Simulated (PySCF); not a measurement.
Ligands exchanged one at a time, Si Br-OCH3. All species are isolated molecules in the gas phase. One relaxed conformer stands for each flexible species; it need not be the lowest. Strings in code marks are SMILES.

These are PBE-D3(BJ)/def2-TZVP // B3LYP-D3(BJ)/def2-SVP run with PySCF values and carry that method's errors. Excitations are Tamm–Dancoff values on a coarser integration grid. The basis has no diffuse functions, so Rydberg states are missing or too high.

```json
[
 {"species": "0 of 4 Br replaced by OCH3 (`Br[Si](Br)(Br)Br`)", "LUMO (eV)": "-2.78", "T1 excitation (TDA) (eV)": "–", "S1–T1 gap (TDA) (eV)": "–", "S1 oscillator strength": "0.000"},
 {"species": "1 of 4 Br replaced by OCH3 (`CO[Si](Br)(Br)Br` (C–O–Si–Br torsion 60°))", "LUMO (eV)": "-2.08", "T1 excitation (TDA) (eV)": "(withheld)", "S1–T1 gap (TDA) (eV)": "(withheld)", "S1 oscillator strength": "0.000"},
 {"species": "2 of 4 Br replaced by OCH3 (`Br[Si](OC)(Br)OC` (C–O–Si–Br torsion -59°, Br–Si–O–C torsion -57°))", "LUMO (eV)": "(withheld)", "T1 excitation (TDA) (eV)": "(withheld)", "S1–T1 gap (TDA) (eV)": "0.30", "S1 oscillator strength": "0.001"},
 {"species": "3 of 4 Br replaced by OCH3 (`O(C)[Si](OC)(OC)Br`)", "LUMO (eV)": "-0.25", "T1 excitation (TDA) (eV)": "6.45", "S1–T1 gap (TDA) (eV)": "0.27", "S1 oscillator strength": "0.010"},
 {"species": "4 of 4 Br replaced by OCH3 (`CO[Si](OC)(OC)OC`)", "LUMO (eV)": "–", "T1 excitation (TDA) (eV)": "6.52", "S1–T1 gap (TDA) (eV)": "0.15", "S1 oscillator strength": "0.001"}
]
```

**Question.** Complete the blanks.

**Answer.** 
- 1 of 4 Br replaced by OCH3 (`CO[Si](Br)(Br)Br` (C–O–Si–Br torsion 60°)), T1 excitation (TDA) (eV): 4.95
- 1 of 4 Br replaced by OCH3 (`CO[Si](Br)(Br)Br` (C–O–Si–Br torsion 60°)), S1–T1 gap (TDA) (eV): 0.29
- 2 of 4 Br replaced by OCH3 (`Br[Si](OC)(Br)OC` (C–O–Si–Br torsion -59°, Br–Si–O–C torsion -57°)), LUMO (eV): -1.22
- 2 of 4 Br replaced by OCH3 (`Br[Si](OC)(Br)OC` (C–O–Si–Br torsion -59°, Br–Si–O–C torsion -57°)), T1 excitation (TDA) (eV): 5.61
